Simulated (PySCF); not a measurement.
Electron correlation in O(2+) (oxygen, charge +2)

[He] 2s1 2p3, high-spin 5S determinant (an excited configuration). Calculation: PySCF 2.14, in x2c-TZVPPall (5s3p2d1f, 31 functions); the spin-free X2C one-electron Hamiltonian (Gaussian nucleus). Frozen: 1s2; 4 electrons correlated.

```
  level  correlation energy (mhartree)
   CCSD                         -31.30
    (T)                          -0.10
CCSD(T)                         -31.40
  CCSDT                         -31.41
```

Diagnostics: T1 = 0.0011, D1 = 0.0018, largest double amplitude 0.020.

Cost of the coupled-cluster step: of the order of 0.21 core-seconds, for 4 correlated electrons.
